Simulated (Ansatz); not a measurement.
AlF3, charge +1, doublet, at a GFN2-xTB geometry (such geometries of metal compounds can be far from the true shape) (a state made from the parent by changing its charge; the spin is typed, not shown lowest); CASSCF(5,5)/STO-3G (Ansatz, an electronic-structure program).

Ansatz was given this input:
Ansatz 0.2 input:
```yaml
crystal:
  periodic: [false, false, false]
  atoms:
    - {symbol: Al, position_ang: [-0.00000000, 0.00000000, 0.00000000]}
    - {symbol: F, position_ang: [-1.39209063, -0.89257996, 0.05721001]}
    - {symbol: F, position_ang: [-0.02123768, 1.52580822, -0.63980194]}
    - {symbol: F, position_ang: [1.41332830, -0.63322826, 0.58259193]}
basis:
  gaussian:
    orbitals: STO-3G
hamiltonian:
  xc: hf
total_charge: 1
correlation: {active_space: {window: {electrons: 5, orbitals: 5}}}
magnetization: {spin_polarized: false, initial_magnetization: 1}
```

Task: What does Ansatz print? Leave out banner, timings and long lists.

Result: 
```
Functional definition: HF
308 factors; integrals over basis functions are off by at most 2.5e-5 eV
mean field evaluation 1: about -14497.1039 eV, gradient 2.6e1 eV
mean field evaluation 2: about -14497.1245 eV, gradient 2.6e1 eV
mean field evaluation 4: about -14500.0140 eV, gradient 1.5e0 eV
mean field evaluation 8: about -14500.0080 eV, gradient 4.6e-1 eV
mean field evaluation 16: about -14502.4031 eV, gradient 8.5e-5 eV
mean field evaluation 32: about -14500.5585 eV, gradient 7.4e0 eV
mean field evaluation 64: about -14500.0066 eV, gradient 3.7e-7 eV
mean field -14502.40309909 eV, -532.9534838095 hartree, gradient 1.9e-6 eV, S^2 0.750000; 9 other end points of the search recorded, 0 dependent functions left out
reference -14502.40309909 eV, -532.9534838095 hartree; 20, 19 occupied and 4, 5 virtual orbitals, 308 factors
state -14503.55691159 eV, -532.9958856370 hartree
Total energy: -14503.55691159 eV, -532.9958856370 hartree
```
